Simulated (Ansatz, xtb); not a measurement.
**C8H6O: which of two isomers lies lower**

We compare a, `C#Cc1ccoc1C=C`, a singlet, with b, `C#Cc1ccc(C=C)o1`, a singlet. Both are isolated molecules in the gas phase, relaxed with PBE0-D3(BJ)/def2-SVP; each stands in its lowest conformer found.

Quicker runs give these differences E(b) − E(a): GFN2-xTB +0.016 eV; HF/STO-3G +0.015 eV (at GFN2-xTB geometries); r2SCAN-D4/def2-SVP +0.005 eV (at GFN2-xTB geometries).

**Question.** Estimate E(b) − E(a) at the level CCSD(T)/def2-SVP + ΔMP2/def2-TZVPP.

**Answer.** CCSD(T)/def2-SVP + ΔMP2/def2-TZVPP gives E(b) − E(a) = +0.031 eV, slightly favouring structure a, which is too small a margin to settle the true order.

Level by level:

```tsv
level	geometry	E(b) − E(a) (eV)	departure from the last row (eV)	job, with rough time for the two
GFN2-xTB	GFN2-xTB	+0.016	−0.016	optimisation, 0.2 s
HF/STO-3G	GFN2-xTB	+0.015	−0.016	single point, 0.91 s
r2SCAN-D4/def2-SVP	GFN2-xTB	+0.005	−0.027	single point, 5.3 s
PBE0-D3(BJ)/def2-SVP	PBE0-D3(BJ)/def2-SVP	+0.024	−0.007	optimisation, 73 s
HF/def2-SVP	PBE0-D3(BJ)/def2-SVP	+0.050	+0.019	part of the CCSD(T) run
MP2/def2-SVP	PBE0-D3(BJ)/def2-SVP	+0.039	+0.008	part of the CCSD(T) run
CCSD(T)/def2-SVP	PBE0-D3(BJ)/def2-SVP	+0.046	+0.015	single point
CCSD(T)/def2-SVP + ΔMP2/def2-TZVPP	PBE0-D3(BJ)/def2-SVP	+0.031		single point, 2.6 min
```

As drawn, both hold the same kinds of bond in the same numbers.

The largest departure from CCSD(T)/def2-SVP + ΔMP2/def2-TZVPP is that of r2SCAN-D4/def2-SVP, 0.027 eV. The last row adds to CCSD(T) the change of the MP2 difference between the two basis sets, here −0.015 eV.

With thermal terms from frequencies at re-optimised GFN2-xTB minima (ideal gas, soft modes damped towards free rotors, one conformer each, 298.15 K, 1 atm): on the last row, ΔE + ΔZPE = +0.031, ΔH = +0.031, ΔG = +0.030 eV.

The correlated steps freeze 9 core orbitals. Codes used: Ansatz 0.2.0, xtb 6.7.1; the last row on 2 threads of Intel(R) Xeon(R) Platinum 8488C (Sapphire Rapids) on a shared host.
